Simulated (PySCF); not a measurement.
**CdBr: energy against distance**

Set-up: basis Cd x2c-TZVPPall, Br x2c-TZVPPall; spin-free X2C with a Gaussian nucleus; PySCF 2.14. Energies in eV from Cd + Br in their ground configurations at the same level. State: ²Σ⁺ (doublet), unpaired electrons σ ↑.

All columns are r²SCAN. A positive dipole means Cd(−)Br(+).

```json
{"R (Å)": "2.157", "E (eV)": "-1.082", "μ (D)": "-1.66", "Mulliken charge on Cd (basis-dependent)": "0.35", "HOMO (eV)": "-5.38", "LUMO (eV)": "-3.66", "Mayer bond order": "1.11", "⟨S²⟩": "0.75"}
{"R (Å)": "2.257", "E (eV)": "-1.533", "μ (D)": "-2.10", "Mulliken charge on Cd (basis-dependent)": "0.36", "HOMO (eV)": "-5.54", "LUMO (eV)": "-3.87", "Mayer bond order": "1.06", "⟨S²⟩": "0.75"}
{"R (Å)": "2.357", "E (eV)": "-1.768", "μ (D)": "-2.55", "Mulliken charge on Cd (basis-dependent)": "0.37", "HOMO (eV)": "-5.69", "LUMO (eV)": "-4.07", "Mayer bond order": "1.01", "⟨S²⟩": "0.75"}
{"R (Å)": "2.433", "E (eV)": "-1.844", "μ (D)": "-2.88", "Mulliken charge on Cd (basis-dependent)": "0.38", "HOMO (eV)": "-5.80", "LUMO (eV)": "-4.22", "Mayer bond order": "0.98", "⟨S²⟩": "0.75"}
{"R (Å)": "2.508", "E (eV)": "-1.859", "μ (D)": "-3.21", "Mulliken charge on Cd (basis-dependent)": "0.39", "HOMO (eV)": "-5.91", "LUMO (eV)": "-4.37", "Mayer bond order": "0.95", "⟨S²⟩": "0.75"}
{"R (Å)": "2.583", "E (eV)": "-1.830", "μ (D)": "-3.53", "Mulliken charge on Cd (basis-dependent)": "0.39", "HOMO (eV)": "-6.01", "LUMO (eV)": "-4.51", "Mayer bond order": "0.92", "⟨S²⟩": "0.75"}
{"R (Å)": "2.684", "E (eV)": "-1.743", "μ (D)": "-3.93", "Mulliken charge on Cd (basis-dependent)": "0.40", "HOMO (eV)": "-6.13", "LUMO (eV)": "-4.69", "Mayer bond order": "0.89", "⟨S²⟩": "0.76"}
{"R (Å)": "2.809", "E (eV)": "-1.589", "μ (D)": "-4.36", "Mulliken charge on Cd (basis-dependent)": "0.41", "HOMO (eV)": "-6.26", "LUMO (eV)": "-4.89", "Mayer bond order": "0.85", "⟨S²⟩": "0.76"}
{"R (Å)": "2.959", "E (eV)": "-1.376", "μ (D)": "-4.75", "Mulliken charge on Cd (basis-dependent)": "0.40", "HOMO (eV)": "-6.34", "LUMO (eV)": "-5.10", "Mayer bond order": "0.80", "⟨S²⟩": "0.76"}
{"R (Å)": "3.160", "E (eV)": "-1.094", "μ (D)": "-5.06", "Mulliken charge on Cd (basis-dependent)": "0.38", "HOMO (eV)": "-6.27", "LUMO (eV)": "-5.34", "Mayer bond order": "0.73", "⟨S²⟩": "0.76"}
```

A fit through these points gives, at Re = 2.492 Å, μ = -3.15 D and dμ/dR = -4.35 D/Å; the reduced mass is 46.62 u.

How strong is the fundamental in the double-harmonic approximation, I = 42.26·(dμ/dR)²/μred km/mol?

I = 42.26·(-4.35)²/46.62 = 17.2 km/mol at r²SCAN.

Spin–orbit coupling is left out. The state is the lowest determinant that a PBE0 search found; another state may lie lower at other levels.
